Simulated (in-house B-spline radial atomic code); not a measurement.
Binding energies in Rb II (Rb+)

NIST's tabulated ground configuration is [Ar] 3d10 4s2 4p6; each binding energy is the energy of the ion with one electron taken from that subshell, relaxed, less that of the parent. Method: Dirac-Kohn-Sham PBE0, spherical fractional occupations, Fermi nucleus of rms radius 4.2036 fm. Calculated with an all-electron radial atomic-structure program (B-spline basis). Energies include first-order Breit, QED and recoil terms. Caution: exact exchange at fractional occupations of open shells leaves self-interaction of up to several eV.

```csv
subshell,X-ray name,binding energy (eV),-ε (eV),relaxation (eV)
1s,K,15271.3,15100.6,-202.3
2s,L1,2066.5,2038.5,-31.1
2p1/2,L2,1883.4,1847.6,-38.8
2p3/2,L3,1826.7,1786.7,-42.0
3s,M1,326.2,314.9,-11.8
3p1/2,M2,257.4,246.1,-11.7
3p3/2,M3,249.5,236.8,-12.9
3d3/2,M4,129.4,116.5,-13.0
3d5/2,M5,128.4,114.9,-13.4
4s,N1,46.3,40.54,-5.80
4p1/2,N2,29.22,24.00,-5.23
4p3/2,N3,28.66,23.09,-5.57
```

Relaxation = -ε minus the binding energy without Breit, QED and recoil terms. With a density functional, K lines can miss by some tenths of a per cent, more in light atoms. For a density functional the relaxation so defined is negative, because -ε of a Kohn-Sham level is smaller than the binding energy.

Emission lines follow as differences of binding energies, with λ = 12398.42 eV·Å / E:

| line | holes | energy (eV) | wavelength (Å) |
| --- | --- | --- | --- |
| K-L3 | 1s → 2p3/2 | 13444.6 | 0.92219 |
| K-L2 | 1s → 2p1/2 | 13387.9 | 0.92609 |
| K-M3 | 1s → 3p3/2 | 15021.8 | 0.82536 |
| L3-M5 | 2p3/2 → 3d5/2 | 1698.3 | 7.3005 |
| L2-M4 | 2p1/2 → 3d3/2 | 1754.0 | 7.0687 |
| L1-M3 | 2s → 3p3/2 | 1817.0 | 6.8236 |
| L3-M1 | 2p3/2 → 3s | 1500.5 | 8.2629 |

(1) What screening constant σ does Moseley's law, E = (3/4)·13.6057 eV·(Z - σ)², need for K-L3?

(2) What does it cost to remove both a 1s and a 2s electron?

(3) What does it cost to remove both a 2s and a 2p1/2 electron?

(4) What does it cost to remove both a 2p1/2 and a 3s electron?

Answers

(1) σ = 0.70.

(2) 17461 eV, which is 123.1 eV more than the two single binding energies together.

(3) 4035.5 eV, which is 85.64 eV more than the two single binding energies together.

(4) 2246 eV, which is 36.33 eV more than the two single binding energies together.
